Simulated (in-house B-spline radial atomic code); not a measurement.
**wB97X excitations of the silicon ion Si⁴⁺**

Method: wB97X. Computed with a B-spline radial code for spherical atoms: linear response of the closed shell [He] 2s2 2p6 with the functional's adiabatic kernel; non-relativistic, point nucleus, no spin-orbit coupling, no double excitations, S, P, D and F terms only. Only terms of natural parity with L up to 3 were computed.

Command:
```bash
python run_td.py task.json out
```
Settings (radii: box in bohr, nucleus in fm):
```
Z                        14
electrons                10
configuration            [He] 2s2 2p6
hamiltonian              nr
method                   wb97x
box_radius               19.1
intervals                51
```

Run time, properties included: 0.2 s on 1 thread of Intel(R) Xeon(R) 6975P-C (Granite Rapids), on a shared host.

The lowest states, in the order of their Tamm-Dancoff energies; the method's threshold (minus the highest occupied level) is 155.48 eV. Labels give the largest channel, * marks a mixed state, and oscillator strengths are full-response dipole values. Semilocal kernels can invert the small singlet-triplet splittings of Rydberg terms. Energies in eV:

| state | full response | Tamm-Dancoff | oscillator strength |
| --- | --- | --- | --- |
| 2p → 3s 3P | 100.44 | 100.47 | - |
| 2p → 3s 1P | 101.31 | 101.33 | 0.206 |
| 2p → 3p 3S | 108.40 | 108.47 | - |
| 2p → 3p 3D | 109.31 | 109.34 | - |
| 2p → 3p 1D | ? | ? | - |
| 2p → 3p 1S | 114.13 | 114.48 | - |
| 2p → 3d 3P | ? | ? | - |
| 2p → 3d 3F | 121.10 | 121.12 | - |
| 2p → 3d 1F | 121.44 | 121.46 | - |
| 2p → 3d 1P | 122.61 | 122.68 | 0.766 |

**Question.** Where does 2p → 3d 3P lie?

**Answer.** At 120.98 eV in full response, 121.00 eV in Tamm-Dancoff.

**Question.** Where does 2p → 3p 1D lie?

**Answer.** At 109.95 eV in full response, 109.97 eV in Tamm-Dancoff.

**Question.** How large is the singlet-triplet splitting of 2p → 3s (P terms) in Tamm-Dancoff?

**Answer.** 0.869 eV, from the unrounded values.

**Question.** What polarisabilities and dispersion coefficient does the method give?

**Answer.** Dipole 0.1686 bohr³, quadrupole 0.1091 bohr⁵, C6 0.1255 hartree·bohr⁶ for two such species.
